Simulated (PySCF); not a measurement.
## Potential energy of BeAs⁻ along the bond

Set-up: basis Be aug-pcseg-1, As aug-pcseg-1; no relativity; PySCF 2.14. Energies in eV from Be + As⁻ in their ground configurations at the same level. State: ³Π (triplet), unpaired electrons σ ↑, π ↑.

```tsv
R (Å)	revPBE
1.785	-1.482
1.868	-1.901
1.951	-2.143
2.014	-2.237
2.076	-2.275
2.138	-2.268
2.221	-2.209
2.325	-2.078
2.450	-1.876
2.616	-1.581
```

Put a parabola through the three lowest points of the revPBE curve and estimate Re, k and ωe (reduced mass 8.045 u; 1 eV/Å² = 0.16022 mdyn/Å; ωe = 1302.8·√(k/μ) cm⁻¹).

Through R = 2.014, 2.076, 2.138 Å the second-order coefficient is 5.85 eV/Å², so Re ≈ 2.097 Å, k ≈ 1.88 mdyn/Å and ωe ≈ 629 cm⁻¹. A polynomial fit of higher order to the unrounded revPBE energies gives Re = 2.096 Å, k = 1.67 mdyn/Å, ωe = 593 cm⁻¹; anharmonicity and rounding make the difference.

The higher-order fit for each curve: revPBE: Re = 2.096 Å, ωe = 593 cm⁻¹, De = 2.28 eV.

Spin–orbit coupling is left out. For an ion De counts to the pair picked by the measured ionisation energies or electron affinities, which need not be the lowest pair at this level. The highest Kohn–Sham level is positive in this anion. Much of that is self-interaction error, but it also means that the finite basis helps to hold the extra electron. The state was picked by a PBE0 search and need not be the measured ground state.
